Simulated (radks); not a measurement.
The numbers below are computed, except where a source is named.
Charge is removed step by step from the 4d down level of Sb+, starting from [Kr] 4d(up 5, down 5) 5s2 5p2. Code: a radial shooting solver on a logarithmic mesh with Libxc functionals. Model: scalar-relativistic Kohn-Sham, PBE, spin-polarised, spherical densities, finite nucleus; open shells are filled with parallel spins first (spin-orbit coupling, left out, can overturn this in heavy ions); Fermi nuclear charge, rms radius 4.6802 fm.

| removed (e) | E - E(0) (eV) | eigenvalue (eV) | E minus straight line (eV) |
|---|---|---|---|
| 0 | 0.000 | -41.778 | 0.000 |
| 0.25 | 10.920 | -45.619 | -1.484 |
| 0.5 | 22.812 | -49.564 | -1.995 |
| 0.75 | 35.703 | -53.606 | -1.508 |
| 1 | 49.616 | -57.737 | 0.000 |

Removing the whole electron costs 49.616 eV by Delta-SCF, against 41.778 eV from minus the eigenvalue at the starting occupation. Slater's transition state (half an electron removed) gives 49.564 eV. Integrating minus the eigenvalue over the occupation (Janak's theorem) gives 49.629 eV. In this scalar-relativistic scheme the density is built from large components alone, so the theorem holds only approximately. The mean slope of the eigenvalue, de/dn, is 16.0 eV per electron.
